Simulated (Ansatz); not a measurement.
Relaxation of AlNCl₂H₂⁺, that is AlCl2(NH2) with one electron fewer with UKS PBE0-D4/def2-SVP.

```sh
$ ansatz run in.yaml --threads 4 --pin off --events-out ev --progress --plain --max-ram 3916MiB
```

```yaml
crystal:
  periodic: [false, false, false]
  atoms:
    - {symbol: Al, position_ang: [0.355208, 0.624085, 0.006114]}
    - {symbol: Cl, position_ang: [2.424977, 0.646089, 0.306128]}
    - {symbol: Cl, position_ang: [-0.670625, 2.424989, -0.274211]}
    - {symbol: N, position_ang: [-0.513734, -0.897740, -0.008918]}
    - {symbol: H, position_ang: [-1.513248, -0.991386, -0.148392]}
    - {symbol: H, position_ang: [-0.082579, -1.806048, 0.119279]}
basis:
  gaussian: {orbitals: def2-SVP}
total_charge: 1
magnetization: {spin_polarized: true, initial_magnetization: 1}
hamiltonian: {xc: pbe0, dispersion: d4}
scf: {omitted_lower_state_checks: [starts]}
output: {orbitals: {seedname: orbitals}}
relax: {f_tol: 0.02, max_steps: 100}
```

It took 37 s on 4 threads of Arm Neoverse V2 on a shared host.

Positions (Å) and forces (eV/Å) at steps 1, 2, 3, 4, 5, 6, 7, 8, 9, 10, 11, 12, 13, 14, 15, 16, 17, 18, 19, 22, 25, 28 of 28:

```xyz
6
step=1 energy=-33135.5805 eV
Al    0.355    0.624    0.006    2.218    3.892    0.041
Cl    2.425    0.646    0.306   -0.683   -0.385   -0.072
Cl   -0.671    2.425   -0.274    0.014   -0.787    0.059
N    -0.514   -0.898   -0.009   -1.023   -1.802   -0.020
H    -1.513   -0.991   -0.148   -0.803   -0.148   -0.105
H    -0.083   -1.806    0.119    0.278   -0.770    0.098
6
step=2 energy=-33135.8925 eV
Al    0.403    0.708    0.008    1.367    2.392    0.016
Cl    2.438    0.534    0.316   -0.437   -0.140   -0.051
Cl   -0.774    2.380   -0.286    0.099   -0.448    0.049
N    -0.495   -0.867   -0.013   -0.878   -1.539    0.008
H    -1.509   -0.965   -0.148   -0.222   -0.047   -0.039
H    -0.063   -1.789    0.123    0.071   -0.218    0.017
6
step=3 energy=-33136.0596 eV
Al    0.466    0.815    0.004   -0.030    0.008    0.160
Cl    2.440    0.492    0.316    0.307   -0.090    0.021
Cl   -0.811    2.358   -0.293   -0.223    0.212   -0.078
N    -0.510   -0.874    0.045   -0.129   -0.366   -0.413
H    -1.518   -0.980   -0.172    0.136    0.063    0.173
H    -0.066   -1.810    0.100   -0.061    0.174    0.137
6
step=4 energy=-33136.0629 eV
Al    0.465    0.813    0.003   -0.050   -0.039    0.145
Cl    2.439    0.481    0.325    0.245   -0.071    0.015
Cl   -0.820    2.351   -0.303   -0.176    0.165   -0.067
N    -0.513   -0.884    0.037    0.261    0.366   -0.292
H    -1.519   -0.961   -0.150   -0.234   -0.158    0.085
H    -0.052   -1.800    0.087   -0.045   -0.263    0.113
6
step=5 energy=-33135.9929 eV rejected
Al    0.491    0.850   -0.025   -0.149   -0.302   -0.193
Cl    2.455    0.475    0.349    0.073   -0.003    0.025
Cl   -0.839    2.368   -0.277   -0.040    0.065    0.004
N    -0.487   -0.883   -0.119   -0.604   -1.046    1.020
H    -1.541   -0.987   -0.092    0.986    0.234   -0.303
H    -0.078   -1.824    0.164   -0.265    1.051   -0.553
6
step=6 energy=-33136.0807 eV
Al    0.470    0.824    0.016    0.032    0.053   -0.025
Cl    2.455    0.483    0.354   -0.082   -0.006   -0.002
Cl   -0.827    2.362   -0.332    0.037   -0.075    0.019
N    -0.503   -0.882   -0.008   -0.033   -0.002    0.012
H    -1.531   -0.973   -0.073    0.044    0.010    0.004
H    -0.063   -1.815    0.043    0.002    0.021   -0.008
6
step=7 energy=-33136.0825 eV
Al    0.473    0.826    0.009   -0.002    0.001   -0.001
Cl    2.444    0.477    0.388    0.005   -0.007    0.005
Cl   -0.827    2.351   -0.361   -0.008    0.003   -0.005
N    -0.501   -0.877   -0.008   -0.002   -0.012    0.000
H    -1.530   -0.968    0.000    0.008    0.006    0.008
H    -0.058   -1.809   -0.027   -0.001    0.009   -0.008
6
step=8 energy=-33136.0779 eV rejected
Al    0.474    0.827    0.002   -0.010   -0.037    0.022
Cl    2.428    0.470    0.453    0.035    0.003    0.006
Cl   -0.824    2.337   -0.421   -0.027    0.054   -0.023
N    -0.498   -0.871   -0.010   -0.253   -0.364    0.004
H    -1.529   -0.962    0.146    0.563   -0.048   -0.083
H    -0.051   -1.800   -0.170   -0.309    0.392    0.075
6
step=9 energy=-33136.0833 eV
Al    0.474    0.827    0.005   -0.016   -0.029    0.008
Cl    2.437    0.473    0.420    0.023   -0.002    0.006
Cl   -0.826    2.344   -0.391   -0.016    0.027   -0.013
N    -0.500   -0.874   -0.010   -0.081   -0.104    0.004
H    -1.529   -0.966    0.073    0.188   -0.014   -0.008
H    -0.055   -1.805   -0.098   -0.098    0.122    0.003
6
step=10 energy=-33136.0843 eV
Al    0.473    0.827    0.007   -0.014   -0.022    0.005
Cl    2.435    0.474    0.431    0.010    0.000    0.005
Cl   -0.824    2.344   -0.403   -0.005    0.012   -0.009
N    -0.500   -0.874   -0.008   -0.060   -0.090   -0.002
H    -1.526   -0.968    0.098    0.151   -0.010   -0.005
H    -0.059   -1.804   -0.124   -0.082    0.110    0.006
6
step=11 energy=-33136.0863 eV
Al    0.472    0.826   -0.007   -0.016    0.000    0.011
Cl    2.421    0.474    0.481   -0.018    0.002   -0.009
Cl   -0.817    2.345   -0.441    0.015   -0.008   -0.012
N    -0.499   -0.872   -0.022   -0.096   -0.123    0.079
H    -1.506   -0.978    0.206    0.220   -0.005   -0.066
H    -0.071   -1.795   -0.217   -0.105    0.135   -0.003
6
step=12 energy=-33136.0660 eV rejected
Al    0.469    0.826    0.030    0.050   -0.017    0.028
Cl    2.420    0.486    0.522   -0.041    0.030    0.002
Cl   -0.805    2.325   -0.518    0.037   -0.072    0.025
N    -0.490   -0.874    0.032   -0.106   -0.742   -0.498
H    -1.489   -0.991    0.312    0.504   -0.063   -0.063
H    -0.105   -1.773   -0.379   -0.445    0.864    0.507
6
step=13 energy=-33136.0905 eV
Al    0.465    0.829    0.004    0.021   -0.017    0.000
Cl    2.408    0.471    0.508    0.000    0.010    0.006
Cl   -0.807    2.345   -0.481   -0.003   -0.007   -0.006
N    -0.495   -0.871   -0.011   -0.037   -0.035    0.003
H    -1.480   -0.995    0.277    0.059   -0.016   -0.009
H    -0.090   -1.779   -0.297   -0.040    0.065    0.006
6
step=14 energy=-33136.0935 eV
Al    0.466    0.826    0.006    0.009   -0.016   -0.001
Cl    2.401    0.478    0.543    0.000    0.004    0.007
Cl   -0.799    2.337   -0.516   -0.004   -0.005   -0.005
N    -0.496   -0.870   -0.009   -0.005   -0.026   -0.010
H    -1.453   -1.011    0.350    0.033   -0.010   -0.002
H    -0.119   -1.761   -0.374   -0.033    0.054    0.011
6
step=15 energy=-33136.0937 eV
Al    0.469    0.823    0.011    0.004   -0.005   -0.001
Cl    2.394    0.487    0.592   -0.012    0.006    0.003
Cl   -0.790    2.320   -0.567    0.010   -0.012    0.002
N    -0.494   -0.866   -0.005   -0.121   -0.273   -0.053
H    -1.412   -1.033    0.454    0.290   -0.007   -0.144
H    -0.167   -1.730   -0.485   -0.171    0.291    0.193
6
step=16 energy=-33136.0995 eV
Al    0.470    0.821    0.008    0.004    0.012    0.002
Cl    2.382    0.492    0.635    0.001    0.001    0.004
Cl   -0.780    2.310   -0.606    0.001    0.002   -0.005
N    -0.493   -0.862   -0.009   -0.034   -0.047    0.005
H    -1.352   -1.066    0.526    0.018    0.020    0.007
H    -0.226   -1.696   -0.555    0.009    0.012   -0.014
6
step=17 energy=-33136.0998 eV
Al    0.472    0.827    0.009   -0.061   -0.106   -0.002
Cl    2.373    0.488    0.655    0.063    0.005    0.023
Cl   -0.779    2.301   -0.627   -0.028    0.058   -0.021
N    -0.493   -0.862   -0.009    0.068    0.124    0.005
H    -1.322   -1.077    0.564   -0.034   -0.031    0.022
H    -0.251   -1.676   -0.592   -0.008   -0.050   -0.026
6
step=18 energy=-33136.1004 eV
Al    0.470    0.823    0.012   -0.025   -0.064   -0.004
Cl    2.366    0.501    0.685    0.030    0.002    0.014
Cl   -0.765    2.298   -0.658   -0.016    0.023   -0.009
N    -0.491   -0.865   -0.006   -0.048   -0.083   -0.042
H    -1.283   -1.103    0.617    0.127   -0.009   -0.108
H    -0.297   -1.654   -0.649   -0.068    0.133    0.148
6
step=19 energy=-33136.1006 eV
Al    0.467    0.821    0.002   -0.046    0.008   -0.014
Cl    2.358    0.498    0.692   -0.001   -0.009    0.000
Cl   -0.760    2.309   -0.659    0.008    0.002   -0.003
N    -0.501   -0.859   -0.019    0.050   -0.088    0.068
H    -1.265   -1.114    0.630    0.049    0.018   -0.087
H    -0.298   -1.655   -0.646   -0.059    0.069    0.035
6
step=22 energy=-33136.1026 eV
Al    0.467    0.819    0.008    0.021    0.014    0.005
Cl    2.348    0.507    0.732   -0.009    0.004   -0.002
Cl   -0.749    2.293   -0.704    0.003   -0.007    0.001
N    -0.490   -0.862   -0.007   -0.043   -0.046   -0.016
H    -1.200   -1.151    0.686    0.042    0.000   -0.038
H    -0.377   -1.606   -0.715   -0.014    0.035    0.050
6
step=25 energy=-33136.1031 eV
Al    0.468    0.820    0.009   -0.004   -0.010    0.001
Cl    2.337    0.515    0.765   -0.003    0.001   -0.001
Cl   -0.736    2.286   -0.737    0.002   -0.002    0.000
N    -0.492   -0.862   -0.009   -0.004    0.001    0.002
H    -1.138   -1.188    0.728    0.017    0.000   -0.023
H    -0.439   -1.571   -0.756   -0.008    0.009    0.021
6
step=28 energy=-33136.1033 eV
Al    0.468    0.819    0.009    0.000    0.002   -0.001
Cl    2.331    0.518    0.780    0.002    0.000    0.001
Cl   -0.731    2.282   -0.751    0.000    0.001    0.000
N    -0.492   -0.861   -0.009   -0.005   -0.007    0.001
H    -1.108   -1.204    0.744    0.006    0.000   -0.009
H    -0.469   -1.554   -0.773   -0.002    0.005    0.009
```
